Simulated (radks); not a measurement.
Q: The silicon ion Si+, 13 electrons, occupied as [Ne] 3s1.5 3p1.5 (fractional occupations, a model configuration). All-electron calculation, Dirac Kohn-Sham, PBE, spin-unpolarised, spherical densities, finite nucleus; open shells fill j = l - 1/2 first; Fermi nuclear charge, rms radius 3.1224 fm. Program: a radial shooting solver on a logarithmic mesh with Libxc functionals. Some entries of the table are withheld. Estimate them.

orbital,occ.,eigenvalue (hartree),<r^2> (bohr^2)
1s1/2,2,(1),(2)
2s1/2,2,-5.50411,0.3850
2p1/2,2,(3),(4)
2p3/2,4,(5),(6)
3s1/2,1.5,-0.71282,4.838
3p1/2,1.5,-0.44082,6.942
3p3/2,0,-0.43928,6.976

A: 
(1) 1s1/2 eigenvalue (hartree): -66.01243
(2) 1s1/2 <r^2> (bohr^2): 0.01668
(3) 2p1/2 eigenvalue (hartree): -3.90550
(4) 2p1/2 <r^2> (bohr^2): 0.3620
(5) 2p3/2 eigenvalue (hartree): -3.88168
(6) 2p3/2 <r^2> (bohr^2): 0.3648
